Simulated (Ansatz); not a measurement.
Al₂Cl₂H₄S₂, SMILES `[Cl][Al@H-]1[SH+][Al@@H-]([Cl])[SH+]1`, relaxed with RKS PBE0-D4/def2-TZVP in Ansatz from a PBE-D4/def2-SVP geometry. The force threshold is 0.005 eV/Å; the program also tests the step.

Charge 0, multiplicity 1.

Start:

```xyz
10

Cl   -0.566    0.157   -2.901
Al   -1.257    0.548   -0.923
S     0.490    1.732    0.202
Al    0.750   -0.295    1.443
Cl    2.590   -1.169    0.816
S    -0.997   -1.479    0.317
H    -2.657    1.209   -0.594
H     1.437    1.389   -0.720
H     0.358   -0.060    2.959
H    -0.148   -2.032   -0.598
```

| step | energy (eV) | largest force (eV/Å) | largest move (Å) |
| --- | --- | --- | --- |
| 1 | -59962.9594 | 0.429 | 0.000 |
| 2 | -59962.9903 | 0.198 | 0.048 |
| 3 | -59962.9925 | 0.055 | 0.029 |
| 4 | -59962.9941 | 0.014 | 0.017 |
| 5 | -59962.9945 | 0.013 | 0.010 |
| 6 | -59962.9963 | 0.137 | 0.195 |
| 7 | -59962.9982 | 0.034 | 0.049 |
| 8 | -59962.9984 | 0.011 | 0.025 |
| 9 (rejected) | -59962.9983 | 0.015 | 0.020 |
| 10 | -59962.9985 | 0.009 | 0.010 |
| 11 (rejected) | -59962.9985 | 0.009 | 0.005 |
| 12 | -59962.9985 | 0.001 | 0.001 |

End:

```xyz
10

Cl   -0.748    0.241   -2.919
Al   -1.245    0.545   -0.890
S     0.561    1.676    0.123
Al    0.722   -0.283    1.428
Cl    2.596   -1.165    1.019
S    -0.910   -1.501    0.237
H    -2.595    1.187   -0.411
H     1.454    1.247   -0.789
H     0.195    0.013    2.877
H    -0.030   -1.958   -0.674
```

It took 94 s on 4 threads of an Arm Neoverse V2 on a shared host, with 1.1 GiB of host memory at the peak.
